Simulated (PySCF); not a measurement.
Si(H)(F)(vinyl)2 (C₄H₇FSi), SMILES F[SiH](C=C)C=C.

The structure is a stationary point at PBE0-D3(BJ)/def2-SVP. Other conformers were not sampled.

Two levels are set side by side: PBE/def2-TZVP (PySCF) and HF/def2-TZVP (PySCF). Same geometry, gas phase. Differences are taken from unrounded values.

| quantity | HF | PBE | PBE minus HF |
|---|---|---|---|
| orbital gap (eV) | 13.19 | 4.95 | -8.24 |
| highest occupied level (eV) | -10.38 | -6.89 | 3.49 |
| lowest empty level (eV) | 2.81 | -1.94 | -4.74 |
| dipole moment (D) | 1.97 | 1.79 | -0.19 |
| mean polarisability (bohr³) | 69.8 | 74.6 | 4.9 |

PBE's occupied levels lie high since its potential decays too fast outside the molecule; exact exchange lowers them and widens the gap. Loosely held outer electrons make PBE densities more polarisable. Differences between two approximate levels are no errors against the true value.

Rough cost on one machine, each run with all the roots and properties that it gave: HF against PBE about 1/3.
